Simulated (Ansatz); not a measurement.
The same path of C₂H₄O₃Si (10 atoms, charge 0, multiplicity 1) was run 3 times with different band settings. The coordinate that changes most is the dihedral O5–C4–Si6–H10.

Method: RKS r2SCANh-D4/STO-3G in Ansatz 0.2.0.

Relaxed end points:

```xyz
10
Properties=species:S:1:pos:R:3
O 0.842 -1.651 -0.053
C 0.647 -0.674 -0.809
O 1.120 -0.603 -2.138
C -0.153 0.637 -0.414
O -0.302 1.565 -1.239
Si -0.800 0.560 1.390
H 1.603 -1.500 -2.239
H -1.702 -0.559 1.517
H -1.492 1.785 1.701
H 0.319 0.389 2.285
```

```xyz
10
Properties=species:S:1:pos:R:3
O -0.156 -1.755 -0.560
C 0.401 -0.700 -0.934
O 1.182 -0.596 -2.107
C 0.328 0.687 -0.168
O 0.922 1.693 -0.615
Si -0.735 0.566 1.423
H 1.133 -1.549 -2.479
H -0.154 -0.418 2.304
H -2.075 0.170 1.064
H -0.763 1.851 2.076
```

Common settings: movable images 5; spring 5.0 eV/Å²; start path through a guess of the saddle point; force threshold 0.03 eV/Å; iteration limit 60; end points relaxed.

| run | climbing image | optimiser |
| --- | --- | --- |
| 1 | yes | quadratic models (default) |
| 2 | yes | lbfgs |
| 3 | from the first iteration | fire |

(1) What does each run give, and how far can it be trusted?

## Answers

(1) Run 1: converged after 7 iterations, highest image 0.044 eV above the first end. A vibrational analysis at the climbing image gives one clearly imaginary mode, 77i cm⁻¹: a first-order saddle point.
Run 2: converged after 44 iterations, highest image 0.044 eV above the first end. Another band between the same ends (5 images) ends at a top of the same energy, where a vibrational analysis finds 1 clearly imaginary mode.
Run 3: converged after 50 iterations, highest image 0.044 eV above the first end. Another band between the same ends (5 images) ends at a top of the same energy, where a vibrational analysis finds 1 clearly imaginary mode.
Limits of this set-up: minimal basis.
